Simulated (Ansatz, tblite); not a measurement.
Cost and result up the ladder for B6N6H18, a cluster cut from wurtzite BN (hydrogen-capped) (30 atoms). The state is a singlet with charge 0. Geometry: r2SCAN-D4/def2-SVP.

Cartesian coordinates in Å:
```
N -1.091 -0.005 -1.651
B 0.060 1.054 -1.374
B -1.510 1.113 0.725
N -0.158 1.626 0.058
N 1.415 0.228 -1.364
B 1.081 1.354 1.022
B -1.171 -1.150 -0.554
N -1.325 -0.465 0.836
N 0.241 -1.876 -0.581
B 1.454 -0.906 -0.253
B -0.134 -0.822 1.831
N 1.166 -0.234 1.121
H -1.968 0.524 -1.546
H -1.080 -0.366 -2.606
H 0.083 1.897 -2.259
H -2.474 1.375 -0.018
H -1.675 1.613 1.822
H -0.245 2.640 -0.004
H 1.684 -0.110 -2.289
H 2.136 0.905 -1.077
H 2.123 1.801 0.508
H 0.902 1.852 2.117
H -2.061 -1.942 -0.831
H -2.174 -0.815 1.280
H 0.389 -2.430 -1.426
H 0.213 -2.540 0.205
H 2.512 -1.517 -0.307
H -0.306 -0.312 2.921
H -0.032 -2.057 1.943
H 1.942 -0.433 1.752
```

Ansatz on 2 threads of AMD EPYC 7R13 on a shared host and a share (18 GiB) of an NVIDIA H100 80GB HBM3; xTB runs through tblite on one thread. Times are rough, summed over both states, and most runs start from the orbitals of an earlier one. PBE0-D4/def2-TZVP serves as the yardstick here, not as an exact answer. The other state is a doublet.

The xTB rows come from tblite. LC-ωPBE has ω = 0.4 bohr⁻¹. Single mean-field runs in def2-TZVP are fitted with def2-universal-jkfit.

Run but left out: PBE-D4/def2-TZVP (charge +1 doublet: an occupied level 0.12 eV above an empty one).

Raw xTB energies of ions are shifted by several eV.

```csv
level,functions,vertical IE (eV),difference from PBE0-D4/def2-TZVP (eV)
PBE0-D4/def2-TZVP (with forces),480,8.73,0.00
GFN2-xTB,66,11.54,2.81
GFN1-xTB,84,12.53,3.79
LC-ωPBE/def2-TZVP (with forces),480,9.38,0.65
```

Task: Estimate how long each takes.

Result: GFN2-xTB 0.043 s; GFN1-xTB 0.066 s; PBE0-D4/def2-TZVP (with forces) 19 s; LC-ωPBE/def2-TZVP (with forces) 28 s. On shared hardware such times vary by a factor of up to 3.
